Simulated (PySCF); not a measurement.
C3H9FSi2, SMILES F[C@]1([SiH3])C[C@H]1[SiH3].

Geometry: r2SCAN-D4/def2-SVP. The structure was generated by enumeration; whether it is a known compound was not checked.

The numbers are results of PBE/def2-TZVP (PySCF), not measurements.

Gas-phase values at a fixed geometry.

```json
{
  "total_energy": "-798.04778 hartree",
  "highest_occupied_level": "-6.78 eV",
  "lowest_empty_level": "-0.46 eV",
  "orbital_gap": "6.32 eV",
  "dipole_moment": "1.06 D",
  "quadrupole, principal values (traceless, Buckingham form, about the centre of nuclear charge)": "-5.63, 2.33, 3.30 D·Å",
  "mean_static_polarisability": "90.8 bohr³ (13.46 Å³)",
  "polarisability_principal_values": "79.5, 89.3, 103.6 bohr³"
}
```
